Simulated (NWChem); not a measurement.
**Cl₂Se in NWChem**

SMILES: Cl[Se]Cl
```xyz
3

Se     0.0000     0.0000     0.6872
Cl    -1.7155     0.0000    -0.6872
Cl     1.7155     0.0000    -0.6872
```
Charge 0, spin multiplicity 1.

The numbers come from NWChem runs, not from measurements. Structure: optimised with B3LYP/def2-SVP, a minimum by its harmonic frequencies.

Symmetry labels belong to the abelian group C2v used in the runs, with the axes of the coordinates shown.

The Hamiltonian is non-relativistic. The structure started from a generated list of species.

Question: List the lowest 6 singlet excitations that CIS/def2-SVPD gives, with oscillator strengths.

Answer: 
```tsv
state	symmetry	energy (eV)	wavelength (nm)	f
1	b2	3.22	385	0.000
2	a2	3.33	372	0.000
3	b1	5.92	209	0.000
4	a1	6.17	201	0.024
5	a2	6.45	192	0.000
6	b2	6.91	179	0.001
```
